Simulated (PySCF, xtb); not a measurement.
C₆H₅F, SMILES C=C(C#C)/C=C\F.

xtb with GFN2-xTB at its own geometry gives an orbital gap of 3.30 eV and a dipole moment of 1.86 D.

The structure is a stationary point at PBE0-D3(BJ)/def2-SVP. The structure was generated by enumeration; whether it is a known compound was not checked. The values are those of a single conformer.

### Question
What does HF/def2-TZVP in PySCF give? (The exact figures need the calculation; the answer reports its results.)

### Answer
gap 11.03 eV (levels -8.75 and 2.27 eV), dipole 1.67 D.
